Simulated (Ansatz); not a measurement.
C₂H₇GeN, SMILES `C[N](C)[GeH]`. Total charge 0; spin multiplicity 1. The structure was optimised at the PBE0-D4/def2-TZVP level.

```xyz
11

C    -0.437   -1.232    0.487
N     0.309   -0.163   -0.138
C    -0.357    1.112   -0.023
Ge    1.901   -0.521   -0.951
H    -1.431   -1.338    0.035
H    -0.583   -1.038    1.558
H     0.092   -2.180    0.379
H     0.236    1.892   -0.498
H    -0.512    1.380    1.031
H    -1.346    1.083   -0.500
H     2.128    1.005   -1.379
```

**Question.** What is the dipole moment at B3LYP/def2-TZVPP? (Best estimate.)

**Answer.** The calculation gave: 1.65 D, with components (-1.45, 0.12, 0.78) D in this frame, pointing from negative to positive charge.

**Question.** And with PBE, r2SCAN, ωB97M-V? (An estimate is asked.)

**Answer.** Ansatz gave: PBE 1.86 D, r2SCAN 1.92 D, ωB97M-V 1.48 D.

**Question.** Give the Mulliken charges with B3LYP, r2SCAN, PBE in def2-TZVPP. (Best estimate.)

**Answer.** Computed: 
```csv
atom,B3LYP,r2SCAN,PBE
C1,-0.16,-0.02,-0.16
N2,-0.24,-0.25,-0.18
C3,-0.14,-0.02,-0.14
Ge4,0.11,0.09,0.06
H5,0.09,0.05,0.09
H6,0.09,0.05,0.09
H7,0.09,0.06,0.09
H8,0.09,0.06,0.08
H9,0.08,0.05,0.08
H10,0.08,0.05,0.08
H11,-0.10,-0.12,-0.09
```

B3LYP here is the variant with VWN-RPA as its local correlation; programs differ in this.
